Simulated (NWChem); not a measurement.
Species: CH5AlSe; SMILES [SeH][AlH][CH3]

```xyz
8

Al    -0.6118    -1.1079     0.0000
H     -2.1817    -1.3484     0.0000
C      0.7197    -2.5480     0.0000
H      0.5931    -3.1923    -0.8802
H      0.5931    -3.1923     0.8802
H      1.7524    -2.1827     0.0000
Se     0.1217     1.1162     0.0000
H     -1.2585     1.6551     0.0000
```
Atoms are numbered in this order, from 1.

Results from NWChem. Pople sets run with spherical d functions. Coordinates come from a B3LYP/6-31G* (spherical d) optimisation. Ions are spin-unrestricted doublets at the neutral geometry; other ion states weren't tried. Functional: LC-ωPBE (HJS hole) with 6-31G*; rows give the range parameter ω in 1/bohr.

For range parameter (1/bohr) 0.35:

| Quantity | Result |
|---|---|
| −ε(HOMO) (eV) | 9.52 |

### Question
Estimate the same quantities for range parameter (1/bohr) 0.50.

### Answer
* **−ε(HOMO) (eV)**: 10.03
